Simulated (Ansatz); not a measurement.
Reaction (formal exchange of groups at the Se–Al bond): `[SiH3][NH][AlH][SeH]` + `N[SiH](O)S` → `N[Si](O)(S)[SeH]` + `[AlH2][NH][SiH3]`

Isolated molecules relaxed with PBE0-D4/def2-TZVP in Ansatz; ΔE leaves out vibrations. CBS: MP2 limit from def2 TZ/QZ plus the TZ coupled-cluster correction, frozen cores. Functionals use def2-TZVPP. B3LYP here is the variant with VWN-RPA as its local correlation; programs differ in this. For Se outer-core shells are correlated without core-valence functions, which leaves a few kJ/mol of doubt a bond. Scalar relativity is left out up to krypton. Each species was taken in one conformer, which may not be the lowest.

`[SiH3][NH][AlH][SeH]`:

Cartesian coordinates in Å:
```
Si 0.573 0.178 1.643
N 0.949 0.062 -0.038
Al -0.139 -0.131 -1.432
Se -2.414 -0.243 -1.013
H 1.184 -0.926 2.434
H -0.906 0.101 1.769
H 1.042 1.461 2.237
H 1.936 0.109 -0.256
H 0.449 -0.220 -2.893
H -2.675 -0.390 -2.453
```

`N[SiH](O)S`:

```xyz
9

N     1.408   -0.032    0.271
Si   -0.183    0.065   -0.309
O    -0.754    1.607   -0.323
S    -1.501   -1.006    0.988
H     2.188    0.173   -0.332
H     1.618    0.153    1.239
H    -0.179   -0.505   -1.678
H    -1.664    1.742   -0.594
H    -0.933   -2.198    0.737
```

`N[Si](O)(S)[SeH]`:

Cartesian coordinates in Å:
```
N 0.854 -0.035 -1.193
Si -0.210 -0.039 0.123
O -0.460 1.557 0.398
S -1.966 -1.160 -0.318
Se 0.471 -1.086 2.044
H 1.537 0.696 -1.300
H 1.103 -0.884 -1.671
H -0.797 1.774 1.270
H -2.356 -0.301 -1.278
H 1.822 -0.522 1.925
```

`[AlH2][NH][SiH3]`:

Z-matrix (Å, degrees):
```
Si
N 1 1.727
H 1 1.490 2 112.2
H 1 1.485 2 107.4 3 -119.7
H 1 1.490 2 112.2 3 120.6
Al 2 1.782 1 129.3 3 119.7
H 2 1.012 1 114.6 3 -60.3
H 6 1.583 2 117.4 1 180.0
H 6 1.580 2 118.1 1 0.0
```

**Question.** Is it downhill or uphill in electronic energy at CCSD(T)/CBS, and by how much? (Best estimate.)

**Answer.** Computed: Uphill: ΔE = +0.57 eV.

**Question.** What do these levels give: PBE-D4, B3LYP-D4, ωB97X-V, B2PLYP, PBE0, B3LYP, HF/def2-TZVPP, MP2/def2-TZVPP, SCS-MP2/def2-TZVPP, HF/def2-QZVPP, HF/CBS(def2), MP2/CBS(def2)? (Estimate.)

**Answer.** Ansatz gave: PBE-D4 0.50, B3LYP-D4 0.53, ωB97X-V 0.55, B2PLYP 0.58, PBE0 0.56, B3LYP 0.59, HF/def2-TZVPP 0.67, MP2/def2-TZVPP 0.56, SCS-MP2/def2-TZVPP 0.58, HF/def2-QZVPP 0.67, HF/CBS(def2) 0.67, MP2/CBS(def2) 0.55 eV.

Largest T1 diagnostic among the species: 0.011.

The D4 term adds −0.06 eV with B3LYP and −0.03 eV with PBE0; it sums over pairs of atoms, weighted by their polarisabilities, and B3LYP, whose exchange is more repulsive, gets the larger term. In def2-TZVPP, CCSD(T) changes the Hartree–Fock value by −0.08 eV (the triples alone add −0.02 eV) and MP2 by −0.10 eV.
